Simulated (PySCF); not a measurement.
Species: C6H6ClO (doublet state).
Structure used (GFN2-xTB), in Å, numbered top down from 1:
```xyz
14
C6H6ClO angstrom
C      2.665    0.101    0.407
O      1.648   -0.640   -0.026
C      0.387   -0.225   -0.037
C     -0.183    0.956    0.354
C     -1.592    0.853    0.117
Cl    -2.681    2.127    0.475
C     -1.919   -0.345   -0.408
C     -0.674   -1.157   -0.556
H      2.529    1.096    0.780
H      3.621   -0.377    0.357
H      0.295    1.822    0.766
H     -2.895   -0.693   -0.682
H     -0.486   -1.437   -1.595
H     -0.716   -2.082    0.025
```

The hyperfine couplings belong to this conformer and change with its torsions.

Identity: `[CH2]OC1=CC(Cl)=CC1` [radical].

Computed, not measured: UKS B3LYP, pcH-1 on C Cl H O, non-relativistic, mean-field spin-orbit, GIAO (PySCF 2.14.0). The structure is a single GFN2-xTB conformer in the gas phase; no vibrational or solvent corrections. The geometry wasn't refined by DFT: couplings that depend on bond lengths, twists or pyramidal angles can differ widely from those at the functional's own minimum. Stability of the SCF solution: not tested.

The Mulliken spin populations are largest on C1 (+0.92), C4 (+0.14), C7 (+0.09) and C3 (-0.07). C1 is the only atom above +0.15. The positive populations add up to 1.22 and the negative ones to -0.22, together 2S = 1. The angles at C1 add up to 360.0°, so it is planar; its axial dipolar tensor and the negative couplings of its protons fit spin in a p orbital normal to that plane.

(1) Test a(H) = Q·ρ(C) for the protons on planar carbons with a spin population beyond ±0.08.

(2) Leave H9 and its like out of the fit. How well does the relation then predict its coupling?

Answers

(1) 
```csv
H,C,ρ(C),a(H) (G),a/ρ (G)
H9,C1,+0.921,-22.08,-24.0
H10,C1,+0.921,-22.00,-23.9
H11,C4,+0.139,-3.16,-22.7
H12,C7,+0.087,-2.11,-24.2
```

A least-squares line through the origin gives Q = -23.9 G with Mulliken populations.

(2) The other protons give Q = -23.1 G, so a = -23.1 × 0.921 ≈ -21.30 G, against the computed -22.08 G.

Couplings in gauss use g_iso = 2.0029.

On one thread of an Arm Neoverse V2, shared host, this took 74 s wall (with the writing of density and orbital grids) and 1.1 GiB of memory at its peak.
